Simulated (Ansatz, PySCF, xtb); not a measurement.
Gas-phase reaction in SMILES: CC(C)NB(F)F [N-difluoroboranylpropan-2-amine] + 6 [H][H] (H2) -> B (BH3) + 3 C (CH4) + 2 F (HF) + N (NH3)
Structures are relaxed separately at B3LYP-D3(BJ)/def2-TZVP in Ansatz (a first-principles code), one conformer each, not searched for the lowest. Frequencies are from Ansatz or PySCF.
Geometry of the first species:
```xyz
15

C     -1.9110    -1.3084     0.2809
C     -1.1738    -0.0060    -0.0240
C     -1.9287     1.2093     0.5105
N      0.1877    -0.0450     0.5074
B      1.3705     0.0298    -0.2211
F      1.3718     0.1513    -1.5533
F      2.5612    -0.0174     0.3877
H     -2.0053    -1.4534     1.3607
H     -2.9167    -1.2941    -0.1428
H     -1.3735    -2.1629    -0.1311
H     -1.0756     0.0934    -1.1062
H     -2.9346     1.2579     0.0899
H     -2.0235     1.1553     1.5986
H     -1.4036     2.1316     0.2606
H      0.2500    -0.1360     1.5104
```
Charge 0, spin multiplicity 1.

Quantity: energy of full hydrogenation (0 K, with B3LYP-D3(BJ) harmonic zero-point energies), in kJ/mol. Correlated levels leave the core frozen unless marked. No spin-orbit coupling. Non-relativistic. CBS(X,Y): correlation extrapolated as X^-3; Hartree-Fock from the larger set. The bracket is a focal-point correction in the basis named.

| level | program | energy of full hydrogenation (kJ/mol) | minus last row |
|---|---|---|---|
| GFN1-xTB | xtb | 45.6 | -182.8 |
| GFN2-xTB | xtb | 145.5 | -82.9 |
| HF/STO-3G | Ansatz | 351.5 | 123.1 |
| B97M-V/def2-TZVPD | Ansatz | 222.8 | -5.6 |
| B3LYP-D3(BJ)/def2-TZVPD | Ansatz + dftd3 | 227.3 | -1.1 |
| B3LYP-D4/def2-TZVPD | Ansatz + dftd4 | 230.0 | 1.6 |
| PBE0-D4/def2-TZVP | Ansatz + dftd4 | 240.2 | 11.8 |
| BHLYP-D3(BJ)/def2-TZVPD | Ansatz + dftd3 | 216.6 | -11.8 |
| r2SCANh-D4/def2-TZVPD | Ansatz + dftd4 | 247.5 | 19.1 |
| r2SCAN0-D4/def2-TZVPD | Ansatz + dftd4 | 238.8 | 10.4 |
| r2SCAN0/def2-TZVPD | Ansatz | 232.5 | 4.1 |
| HSE06-D4/def2-TZVPD | Ansatz + dftd4 | 222.5 | -5.9 |
| B2PLYP/def2-TZVPD | Ansatz | 219.5 | -8.9 |
| PBE-QIDH/def2-TZVPD | Ansatz | 227.3 | -1.1 |
| RPA@PBE/cc-pVTZ | Ansatz | 237.7 | 9.3 |
| MP2/6-31G* | Ansatz | 368.0 | 139.6 |
| SCS-MP2/cc-pVQZ | Ansatz | 226.3 | -2.1 |
| CCSD/STO-3G | Ansatz | 522.6 | 294.2 |
| CCSD(T)/STO-3G | Ansatz | 542.5 | 314.1 |
| RI-MP2/CBS(aug-cc-pVTZ,aug-cc-pVQZ)+[CCSD(T)-MP2]/aug-cc-pVDZ | Ansatz | 222.2 | -6.2 |
| CCSD(T)/CBS(cc-pVTZ,cc-pVQZ) | Ansatz | 228.4 | 0.0 |
